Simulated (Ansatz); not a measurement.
`[F][Al]([F])[Cl]` + `C[SeH]` → `C[Se][Al]([F])[Cl]` + H–F at 500 K and 1 bar (ligand exchange at the Al–F bond).

Calculated with Ansatz (gas phase, PBE0-D4/def2-TZVP geometries, no zero-point term in ΔE). CCSD(T)/CBS adds triple-zeta CCSD(T) − MP2 to the extrapolated MP2 energy (def2 sets, frozen cores). This one scheme is used for every species. For Se outer-core shells are correlated without core-valence functions, which leaves a few kJ/mol of doubt a bond. Scalar relativity is left out up to krypton. One conformer a species, not always the lowest.

```json
{"species": "`[F][Al]([F])[Cl]`", "CCSD(T)/CBS energy (Eh)": "-901.60711", "H − E (kJ/mol)": "46.9", "S (J/(mol·K))": "335.0"}
{"species": "`C[SeH]`", "CCSD(T)/CBS energy (Eh)": "-2441.15625", "H − E (kJ/mol)": "142.1", "S (J/(mol·K))": "299.3"}
{"species": "`C[Se][Al]([F])[Cl]`", "CCSD(T)/CBS energy (Eh)": "-3242.34628", "H − E (kJ/mol)": "158.5", "S (J/(mol·K))": "447.2"}
{"species": "H–F", "CCSD(T)/CBS energy (Eh)": "-100.39570", "H − E (kJ/mol)": "39.4", "S (J/(mol·K))": "188.7"}
```

H − E and S are ideal-gas, rigid-rotor, harmonic terms from PBE0-D4/def2-TZVP, for one conformer and one mirror image of each species. 1 Eh = 2625.50 kJ/mol, R = 8.31446 J/(mol·K).

By hand: ΔE, ΔH, ΔS and ΔG.

ΔE = (-3242.34628) + (-100.39570) − (-901.60711) − (-2441.15625) = 0.02138 Eh = 56.1 kJ/mol. Δ(H − E) = 158.5 + 39.4 − 46.9 − 142.1 = 8.9, so ΔH = 65.0 kJ/mol. ΔS = 447.2 + 188.7 − 335.0 − 299.3 = 1.6 J/(mol·K). ΔG = 65.0 − 500 × (1.6)/1000 = 64.2 kJ/mol.

By hand: the equilibrium constant, and the temperature at which ΔG would vanish if ΔH and ΔS stayed fixed.

log₁₀ K = −ΔG/(RT ln 10) = -6.7. ΔG = 0 at ΔH/ΔS = 40625 K, far beyond where these terms or the molecules hold.

The number of gas molecules stays the same, so ΔS is small and ΔH decides. A doubt of 5 kJ/mol in ΔE shifts log₁₀ K by 0.5 here. Other conformers and mirror images would add mixing entropy, several J/(mol·K) or more a flexible species. Modes under 60 cm⁻¹, often nearly free rotors, make the harmonic entropy too high. These are equilibria of isolated gas molecules and say nothing of rates. Largest T1 diagnostic: 0.012 (customary marks: 0.02 for closed shells, 0.045 for open ones).
